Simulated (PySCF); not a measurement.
**Trend along the chalcogens: MY molecules**

MP2 with triple-zeta basis sets in PySCF, for the lowest determinant that a PBE0 search found; no spin–orbit coupling. De refers to high-spin ground-configuration atoms.

```csv
M,basis,"reference, frozen orbitals",state (unpaired electrons),Re (Å),ωe (cm⁻¹),De (eV)
O,def2-TZVPP,"UHF, 1",doublet (σ ↑),1.808,859,n/a
S,x2c-TZVPPall,"UHF, 19",doublet (σ ↑),2.276,505,n/a
Se,x2c-TZVPPall,"UHF, 23",doublet (σ ↑),2.398,354,n/a
```

The shortest bond is that of YO (1.808 Å), the longest that of YSe (2.398 Å).

The rows differ in basis set, which adds steps of its own.

Relativity is treated differently too: O scalar-relativistic core potentials; S spin-free X2C; Se spin-free X2C.

De is n/a where a free atom or ion gave no sound limit at this level.

Down a group bonds as a rule get longer and wavenumbers fall, partly through the reduced mass; this series shows no clear exception.

Correlated steps freeze the inner cores (1 to 23 orbitals); shallow outer-core shells are correlated. These are scalar-relativistic numbers at best; spin–orbit coupling would shift them, the dissociation energy most. With d or f electrons several states lie close, and the lowest PBE0 determinant need not be the measured ground state.
